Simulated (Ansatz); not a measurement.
Two isomers of CH7BOSSi: A = `OBCS[SiH3]`, B = `O[SiH2]CBS`.

Isolated molecules relaxed with PBE0-D4/def2-TZVP in Ansatz; ΔE leaves out vibrations. CCSD(T)/CBS adds triple-zeta CCSD(T) − MP2 to the extrapolated MP2 energy (def2 sets, frozen cores). DFT in def2-TZVPP. B3LYP here is the variant with VWN-RPA as its local correlation; programs differ in this. One conformer a species, not always the lowest.

Which isomer does CCSD(T)/CBS put lower? Give the gap. (Estimate.)

The calculation gave: B, by 13.1 kcal/mol.

Give E(B) − E(A) in kcal/mol with MP2/def2-TZVPP, B3LYP-D4, ωB97M-V, CCSD(T)/def2-TZVPP, PBE-D4, CCSD/def2-TZVPP, B3LYP. (Estimate.)

Ansatz gave: MP2/def2-TZVPP -14.1, B3LYP-D4 -12.4, ωB97M-V -12.9, CCSD(T)/def2-TZVPP -13.3, PBE-D4 -11.8, CCSD/def2-TZVPP -13.4, B3LYP -12.0. None reverses the order clearly.

Largest T1 diagnostic: 0.013.

In def2-TZVPP, CCSD(T) changes the Hartree–Fock value by −1.6 kcal/mol (the triples alone add +0.0 kcal/mol) and MP2 by −2.4 kcal/mol.
